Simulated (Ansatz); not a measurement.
Reaction (redistribution): `C=C[SiH2]BN` + `ClC[SiH2]Cl` → `NBC[SiH2]Cl` + `C=C[SiH2]Cl`

Isolated molecules relaxed with PBE0-D4/def2-TZVP in Ansatz; ΔE leaves out vibrations. CCSD(T)/CBS is the MP2 limit (def2-TZVPP, def2-QZVPP) plus CCSD(T) − MP2 in def2-TZVPP, frozen cores. One conformer a species, not always the lowest.

| species | HF/def2-TZVPP energy (Eh) |
| --- | --- |
| `C=C[SiH2]BN` | -448.54488 |
| `ClC[SiH2]Cl` | -1248.23701 |
| `NBC[SiH2]Cl` | -869.69762 |
| `C=C[SiH2]Cl` | -827.16769 |

Problem. Work out ΔE.

Solution. ΔE = (-869.69762) + (-827.16769) − (-448.54488) − (-1248.23701) = -0.08342 Eh = -219.0 kJ/mol. CCSD(T)/CBS gives -209.4 kJ/mol.

Largest T1 diagnostic among the species: 0.013.

The D4 term adds −3.7 kJ/mol with B3LYP and −2.2 kJ/mol with PBE0; it sums over pairs of atoms, weighted by their polarisabilities, and B3LYP, whose exchange is more repulsive, gets the larger term. From PBE to PBE0 (25 % exact exchange), in def2-TZVPP and without D4, ΔE moves by −10.1 kJ/mol.

B3LYP here is the variant with VWN-RPA as its local correlation; programs differ in this.
